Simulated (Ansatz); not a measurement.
A nudged elastic band was laid between two geometries of C$_{2}$H$_{11}$NOSi$_{2}$ (17 atoms, charge 0, multiplicity 1).

The calculation used Ansatz 0.2.0, RKS PBE0-D4/STO-3G.

```json
{"movable images": "7", "climbing image": "yes", "spring": "5.0 eV/Å²", "optimiser": "quadratic models (default)", "start path": "IDPP", "force threshold": "0.05 eV/Å", "iteration limit": "34", "end points": "relaxed"}
```

Initial state:

```xyz
17
Properties=species:S:1:pos:R:3
C 1.594 0.428 -0.279
C 1.029 -0.986 0.041
O 1.821 -2.068 -0.547
Si -0.752 -1.167 -0.597
Si -1.955 0.641 0.011
N -0.897 1.736 0.956
H 2.599 0.551 0.148
H 1.662 0.584 -1.363
H 0.915 1.188 0.154
H 1.010 -1.082 1.150
H 2.751 -1.867 -0.174
H -0.728 -1.286 -2.037
H -1.334 -2.378 -0.064
H -2.393 1.409 -1.132
H -3.148 0.268 0.751
H -1.382 2.657 1.085
H -0.811 1.372 1.935
```

Final state:

```xyz
17
Properties=species:S:1:pos:R:3
C 1.601 0.709 -0.935
C 1.195 -0.571 -0.145
O 2.029 -1.719 -0.501
Si -0.611 -1.070 -0.469
Si -2.029 0.533 0.259
N -1.871 1.025 1.968
H 2.649 0.974 -0.734
H 1.491 0.553 -2.016
H 0.976 1.565 -0.646
H 1.309 -0.332 0.936
H 2.968 -1.368 -0.299
H -0.775 -1.292 -1.888
H -0.853 -2.323 0.208
H -1.840 1.734 -0.523
H -3.392 0.084 0.090
H -0.880 1.316 2.153
H -1.986 0.181 2.581
```

Q: Which bonds break or form, and what moves?

A: No bond is made or broken. The height of N6 over the plane of its neighbours goes from 0.45 to -0.45 Å.

Q: Give the energies along the band, and the barrier.

A: The forces met the threshold. The highest image is number 4 of 0 to 8, 0.211 eV above the first end and 0.142 eV above the last; the last end lies 0.069 eV above the first. A vibrational analysis at the climbing image gives one clearly imaginary mode, 428i cm⁻¹, and a faint second one (39i cm⁻¹) that may be numerical noise or a soft torsion: probably a first-order saddle point. Limits of this set-up: minimal basis.

| image | path coordinate (Å) | energy (eV) | height of N6 over the plane of its neighbours (Å) |
| --- | --- | --- | --- |
| 0 | 0.00 | 0.000 | 0.45 |
| 1 | 0.50 | 0.003 | 0.45 |
| 2 | 1.00 | 0.021 | 0.45 |
| 3 | 1.49 | 0.061 | 0.41 |
| 4 | 1.98 | 0.211 | -0.03 |
| 5 | 2.62 | 0.085 | -0.43 |
| 6 | 3.24 | 0.073 | -0.44 |
| 7 | 3.86 | 0.070 | -0.45 |
| 8 | 4.49 | 0.069 | -0.45 |

Q: What is the geometry of the highest image?

A: 
```xyz
17
Properties=species:S:1:pos:R:3:forces:R:3
C 1.584 0.590 -0.556 0.00 0.00 0.00
C 1.129 -0.812 -0.053 0.01 0.00 0.00
O 1.953 -1.890 -0.600 0.00 0.01 0.00
Si -0.675 -1.183 -0.524 -0.01 0.00 0.00
Si -2.027 0.515 0.116 0.00 -0.01 0.00
N -1.449 1.374 1.494 0.01 0.02 0.00
H 2.635 0.775 -0.293 0.00 0.00 0.00
H 1.488 0.671 -1.647 0.00 0.00 0.00
H 0.975 1.377 -0.091 0.00 0.00 0.00
H 1.204 -0.792 1.057 0.00 0.00 0.00
H 2.888 -1.617 -0.291 0.00 0.00 0.00
H -0.739 -1.371 -1.956 0.00 0.00 0.00
H -1.054 -2.431 0.098 0.00 0.00 0.00
H -2.134 1.499 -0.937 0.00 0.00 0.00
H -3.357 -0.015 0.357 0.00 0.00 0.00
H -1.201 2.368 1.466 0.00 0.00 0.00
H -1.242 0.942 2.400 0.00 -0.01 -0.01
```

Time of the run: 5.4 min on 1 thread of Intel(R) Xeon(R) Platinum 8223CL CPU @ 3.00GHz (Skylake/Cascade Lake) (shared host), peak memory 0.16 GiB.
